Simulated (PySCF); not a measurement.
# How methods differ on the ionisation energy of Hg⁺

Hg⁺ [Xe] 4f14 5d10 6s1 (2S) → Hg²⁺ [Xe] 4f14 5d10 (1S), as a difference of total energies. Computed with PySCF 2.14 in aug-cc-pwCVDZ-PP with ECP60MDF, with scalar relativity through the core potential. Correlated levels: valence: 5s2 5p6 frozen. The calculations carry no spin-orbit coupling.

```csv
method,ionisation energy (eV)
UHF,17.120
MP2 (valence),18.598
SCS-MP2 (valence),18.403
CCSD (valence),18.363
CCSD(T) (valence),18.420
```

Q: How much does correlation contribute at CCSD(T) (valence)?

A: 18.420 − (17.120) = 1.300 eV, measured against UHF.

Errors of the correlated levels include the incompleteness of this basis and the frozen core.

For comparison: 18.757 eV (measured; NIST Atomic Spectra Database, ionization energies).
